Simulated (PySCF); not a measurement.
# Multinuclear NMR of C₄H₂F₄O

Molfile (atoms numbered from 1):
```
C4H2F4O
     RDKit          3D

 11 11  0  0  0  0  0  0  0  0999 V2000
    1.7360    1.4836    0.4968 F   0  0  0  0  0  0  0  0  0  0  0  0
    1.6321    0.1868    0.2009 C   0  0  0  0  0  0  0  0  0  0  0  0
    1.6034    0.1266   -1.1453 F   0  0  0  0  0  0  0  0  0  0  0  0
    2.7523   -0.4026    0.5902 F   0  0  0  0  0  0  0  0  0  0  0  0
    0.5952   -0.4274    0.7648 O   0  0  0  0  0  0  0  0  0  0  0  0
   -0.6835    0.0585    0.4276 C   0  0  0  0  0  0  0  0  0  0  0  0
   -0.9729    1.1297    1.2268 F   0  0  0  0  0  0  0  0  0  0  0  0
   -1.7461   -0.8510   -0.0207 C   0  0  0  0  0  0  0  0  0  0  0  0
   -1.2595   -0.0324   -0.9248 C   0  0  0  0  0  0  0  0  0  0  0  0
   -2.4165   -1.6203    0.2732 H   0  0  0  0  0  0  0  0  0  0  0  0
   -1.2352    0.3511   -1.9155 H   0  0  0  0  0  0  0  0  0  0  0  0
  1  2  1  0
  2  3  1  0
  2  4  1  0
  2  5  1  0
  5  6  1  0
  6  7  1  0
  6  8  1  0
  8  9  2  0
  9  6  1  0
  8 10  1  0
  9 11  1  0
M  END
```

- shieldings: GIAO PBE0/pcSseg-1
- GFN2-xTB geometry
- run in PySCF 2.14
- one averaged value for each set of equivalent atoms, in vacuum, no relativistic terms, one conformer

(1) Predict the 19F NMR data.

(2) Predict the 17O NMR data.

## Answers

(1) 
| atoms | environment | σ (ppm) | δ (ppm) |
| --- | --- | --- | --- |
| F1/F3/F4 | fluorine of an OCF3 group | 245.7 | -61.0 |
| F7 | fluorine on an sp3 carbon | 290.1 | -101.1 |

Shieldings were converted by a linear fit to measured shifts: 19F: δ = 146.13 − 0.903σ +14.6 on sp3 carbon (rms 6.0 ppm, 223 shifts, 7.0 ppm with the 5 outliers that the fit left out vs CFCl3, solution or neat liquid). A few per cent of atoms miss by over 2 rms, more outside the fitted compound classes.

On a 600 MHz spectrometer 19F resonates near 564.6 MHz, so 1 ppm is 564.6 Hz.

(2) 
| atoms | environment | σ (ppm) | δ (ppm) |
| --- | --- | --- | --- |
| O5 | ether oxygen | 163.7 | 117.6 |

Shieldings were converted by a linear fit to measured shifts: 17O: δ = 266.70 − 0.911σ (rms 10.7 ppm, 155 shifts, 12.2 ppm with the 3 outliers that the fit left out vs liquid water, solution or neat liquid). A few per cent of atoms miss by over 2 rms, more outside the fitted compound classes.

On a 600 MHz spectrometer 17O resonates near 81.3 MHz, so 1 ppm is 81.3 Hz.
